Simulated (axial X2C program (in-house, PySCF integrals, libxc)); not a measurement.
# Spin–orbit effects down a group: molecules with Ga, HF

All values come from calculations with an axial X2C code built on PySCF integrals, spin-free (one-electron X2C) or two-component (2c: spin–orbit coupling with atomic mean-field Coulomb and Gaunt terms, which also bring small scalar terms), in Dyall basis sets with cores contracted in-house; open shells are unrestricted.

Basis sets: Ga dyall-cv3z, H dyall-v3z, Li dyall-cv3z, Rb dyall-cv3z.

```json
{"molecule": "GaH", "spin-free state": "M_S = 0, Λ = 0", "Re (Å)": "1.667", "ωe (cm⁻¹)": "1652.5", "De (eV)": "2.05", "2c state": "Ω = 0", "Re 2c (Å)": "1.667", "ωe 2c (cm⁻¹)": "1651.7", "De 2c (eV)": "n/a"}
{"molecule": "LiGa", "spin-free state": "M_S = 0, Λ = 0", "Re (Å)": "2.907", "ωe (cm⁻¹)": "285.7", "De (eV)": "0.05", "2c state": "Ω = 0", "Re 2c (Å)": "2.904", "ωe 2c (cm⁻¹)": "284.7", "De 2c (eV)": "n/a"}
{"molecule": "RbGa", "spin-free state": "M_S = 1, Λ = 1", "Re (Å)": "3.644", "ωe (cm⁻¹)": "77.9", "De (eV)": "0.10", "2c state": "Ω = 2", "Re 2c (Å)": "3.642", "ωe 2c (cm⁻¹)": "78.9", "De 2c (eV)": "n/a"}
```

Each entry is the lowest single determinant of a limited PBE0 search at one distance. De goes to single-determinant-based atoms at the same level (for ions the charge split of lowest energy) and is withheld (n/a) where an atom does not fit its ground term or J level. Main or longest-lived isotopes. One determinant is a doubtful description, or other states lie close, for LiGa, RbGa; these need not be ground states, and all values refer to the states named. Some open-shell Ω = 0 determinants are out of reach, so the Ω given for RbGa need not be the lowest component. With several unpaired electrons the Ω given is that of one determinant, not necessarily of the lowest component. Where the atoms have a lower orbital projection than the molecule, De at mean-field level may be about a tenth of an eV too small.
